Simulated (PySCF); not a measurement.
## ZrCl₂: adding exact exchange

Base calculation in PySCF with density fitting and no spin–orbit coupling, PBE/def2-TZVP (scalar-relativistic core potentials): triplet, C2v, Zr–Cl 2.347 Å (×2); Cl–Zr–Cl 137.5°; wavenumbers 57, 361, 401 cm⁻¹; dipole moment 1.75 D, polar-tensor charge of Zr 1.08 e, atomisation energy (no zero-point energy) 1017 kJ/mol.

Question: What changes on going to PBE0/def2-TZVP (scalar-relativistic core potentials)?

Answer: The point group stays the same. Changes: mean bond to Zr 0.000 Å, smallest bond angle +5.7 degrees, highest wavenumber +7 cm⁻¹, lowest wavenumber -5 cm⁻¹, dipole moment 0.00 D, polar-tensor charge of Zr +0.11 e, atomisation energy (no zero-point energy) -23 kJ/mol. The new structure has Zr–Cl 2.347 Å (×2); Cl–Zr–Cl 143.2°, with wavenumbers 52, 362, 408 cm⁻¹.

Open d or f shells are single determinants, so the state found may not be the ground state. Each species is the lowest minimum found with this bonding; other isomers or fragments can lie lower.
